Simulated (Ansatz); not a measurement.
Relaxation of F$_{2}$GeH$_{2}$O (6 atoms, charge 0, multiplicity 1), to a largest force component of 0.02 eV/Å in at most 40 steps.

Computed with RKS LDA/def2-SVP in Ansatz.

```xyz
6
Properties=species:S:1:pos:R:3:forces:R:3
Ge 0.000 0.000 0.000 -0.92 1.89 1.43
O 0.000 0.000 1.770 -1.02 -0.60 -0.16
H -0.909 -0.281 2.107 1.30 0.34 -0.46
F 1.584 0.000 -0.559 0.99 -0.20 -0.20
H -0.730 1.265 -0.516 0.15 -0.22 -0.14
F -0.791 -1.371 -0.559 -0.50 -1.22 -0.46
```

Problem. Where does it end, and by what steps?

Solution. It converged. After 11 steps the energy has fallen by 0.221 eV; H3 moved furthest, 0.76 Å.

```
step  energy less start (eV)  largest force component (eV/Å)  accepted
   0                  0.0000                           1.893       yes
   1                 -0.1122                           0.730       yes
   2                 -0.1329                           0.143       yes
   3                 -0.1361                           0.412       yes
   4                 -0.1399                           0.333       yes
   5                 -0.0649                           1.965        no
   6                 -0.1563                           0.189       yes
   7                 -0.1612                           0.744       yes
   8                 -0.1946                           0.170       yes
   9                 -0.2163                           0.115       yes
  10                 -0.2209                           0.048       yes
  11                 -0.2214                           0.018       yes
```

```xyz
6
Properties=species:S:1:pos:R:3
Ge -0.156 0.108 -0.011
O -0.478 0.222 1.692
H -0.209 -0.577 2.187
F 1.519 -0.193 -0.258
H -0.623 1.366 -0.735
F -0.899 -1.312 -0.635
```

Whether the end is a true minimum wasn't checked by a vibrational analysis.

The run took 30 s on 1 thread of Arm Neoverse N1, with other jobs on the host, peak memory 0.12 GiB.
